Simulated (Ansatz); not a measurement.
`BBCC` + `[AlH3]` → `CC[BH][AlH2]` + BH₃  (formal exchange of groups at a B–B bond)

Program: Ansatz. Geometries: PBE0-D4/def2-TZVP. ΔE: electronic, gas phase. CCSD(T)/CBS adds triple-zeta CCSD(T) − MP2 to the extrapolated MP2 energy (def2 sets, frozen cores). This one scheme is used for every species. Functionals use def2-TZVPP. B3LYP here is the variant with VWN-RPA as its local correlation; programs differ in this. HSE06 is defined as in plane-wave codes. One conformer a species, not always the lowest.

| level | ΔE (kJ/mol) | difference from CCSD(T)/CBS |
| --- | --- | --- |
| LDA (SPW92) | 41.6 | 15.2 |
| PBE0-D4 | 31.3 | 4.9 |
| B3LYP-D4 | 32.5 | 6.1 |
| r2SCAN0-D4 | 33.1 | 6.7 |
| B2PLYP | 30.8 | 4.4 |
| revPBE | 33.2 | 6.8 |
| PBE0 | 32.2 | 5.8 |
| r2SCANh | 35.0 | 8.6 |
| HSE06 | 32.2 | 5.8 |
| RPA@PBE/def2-TZVPP | 20.8 | -5.6 |
| HF/def2-SVP | 27.0 | 0.6 |
| MP2/def2-SVP | 27.7 | 1.3 |
| HF/def2-TZVPP | 26.8 | 0.4 |
| SCS-MP2/def2-TZVPP | 25.1 | -1.3 |
| MP2/def2-QZVPP | 27.0 | 0.6 |
| MP2/CBS(def2) | 27.3 | 0.9 |
| CCSD(T)/CBS | 26.4 | 0 |

(1) What do rigid-rotor, harmonic-oscillator terms from PBE0-D4/def2-TZVP frequencies (298.15 K, 1 bar) make of the CCSD(T)/CBS value? (Best estimate.)

Largest T1 diagnostic among the species: 0.011.

Results:

(1) Computed: ΔZPE = +1.9 kJ/mol, ΔH = +30.0 kJ/mol, ΔS = 6 J/(mol·K), ΔG = +28.1 kJ/mol. Modes under 50 cm⁻¹ make the entropy rough.

Leaving LDA and LC-ωPBE aside and taking each functional with its dispersion term where it has one, the values, not all of them listed here, spread over 23.5 kJ/mol, from PBE-QIDH to B97M-V. LDA lies +6.6 kJ/mol from PBE without D4. From BLYP to BHLYP (50 % exact exchange), in def2-TZVPP and without D4, ΔE moves by −3.8 kJ/mol.
